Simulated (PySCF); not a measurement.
**Calculated NMR parameters of C=Cc1ncnn1[SiH](C)C**

- Formula: C6H11N3Si
- SMILES: C=Cc1ncnn1[SiH](C)C
- InChI: InChI=1S/C6H11N3Si/c1-4-6-7-5-8-9(6)10(2)3/h4-5,10H,1H2,2-3H3
- Point group of the computed structure: C1
- Degrees of unsaturation: 4
- Carbon signals: 5
- Proton signals: 6

Bonds (- single, = double, # triple, : aromatic): C1=C2, C2-C3, C3:N4, N4:C5, C5:N6, N6:N7, N7-Si8, Si8-C9, Si8-C10, N7:C3. C1 carries H11, H12; C2 carries H13; C5 carries H14; Si8 carries H15; C9 carries H16, H17, H18; C10 carries H19, H20, H21. H12 is cis to C3; H11 is trans to C3.

PySCF 2.14.0 with density-fitted response routines calculation with coordinates at the GFN2-xTB level and shieldings: GIAO PBE0/pcSseg-1; single conformer, fast rotation and ring inversion assumed for equivalent nuclei, no solvent model, no relativistic terms.

Referencing at the same level of theory: $^{1}$H (31.72 ppm), $^{13}$C (186.93 ppm), $^{29}$Si (349.16 ppm) against TMS; $^{15}$N (267.73 ppm) against NH3.

```tsv
carbon	δC, type	δH (multiplicity)	HMBC from (2–3 bonds)	span of the C tensor (ppm)
C1	129.7, CH2	H11 5.92 (m); H12 7.22 (m)	H13	227
C2	128.8, CH	6.83 (m)	H12, H11	216
C3	164.9, C	–	H14, H12, H13, H11, H15	143
C5	158.0, CH	7.99 (s)	–	162
C9/C10	-1.3, CH3	0.56 (d)	H15, H16/H17/H18/H19/H20/H21	13
```

Other nuclei:
```
atoms    nucleus                             environment  δ (ppm)  σ (ppm)
  H15    $^{1}$H  hydrogen on a silicon bonded to 2 C, N     5.53    26.19
  Si8  $^{29}$Si             silicon bonded to 2 C, N, H     -7.0    356.2
   N6   $^{15}$N      pyridine-type nitrogen of an azole    338.5    -70.7
   N4   $^{15}$N      pyridine-type nitrogen of an azole    287.5    -19.8
   N7   $^{15}$N              pyrrole-type ring nitrogen    237.1     30.6
```

1. Carbon types of the structure: 1 × C, 2 × CH, 1 × CH2, 2 × CH3, leaving 1 H on heteroatoms.
2. δC 164.9: substituted aromatic carbon next to a ring nitrogen.
3. δC 158.0: aromatic CH between two ring heteroatoms.
4. δC 129.7: terminal =CH2 carbon; as expected for a trigonal carbon in a double bond.
5. δC 128.8: alkene CH; as expected for a trigonal carbon in a double bond.
6. δH 0.56: hydrogen on a methyl carbon bonded to Si; an electropositive neighbour shields it, as in TMS itself.

Shifts are as computed. Against solution values, carbons near 30 ppm lie about +3 ppm off and those near 130 ppm about +5 ppm. Of 1211 compounds with measured shifts, 218 miss one by over three times the rms of a fit or turn the order of signals round; such compounds aren't used in these exercises. Experimental scales use liquid or dissolved standards, which lie at an offset from isolated NH3 (liquid NH3: subtract about 20 ppm). Unscaled 15N shifts of sp2 nitrogen come out 20 to 40 ppm too high even then. No couplings were computed; multiplicities are counted from neighbouring protons, with m where these are inequivalent, close in shift, in a saturated or five-membered ring or joined by F or P, and br s for small geminal =CH2 splittings.
